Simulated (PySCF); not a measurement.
Precursor series Zn H-SH. Gas-phase values, no solvent. One relaxed conformer stands for each flexible species; it need not be the lowest.

Computed with PBE-D3(BJ)/def2-TZVP // PBE-D3(BJ)/def2-SVP run with PySCF. 

```csv
species,HOMO–LUMO gap (eV),mean distance from the central atom to its bonded neighbours (Å)
0 of 2 H replaced by SH ([Zn(H)2]),5.45,1.551
1 of 2 H replaced by SH ([Zn(H)(SH)]),4.60,1.864
2 of 2 H replaced by SH ([Zn(SH)2]),4.42,2.181
```
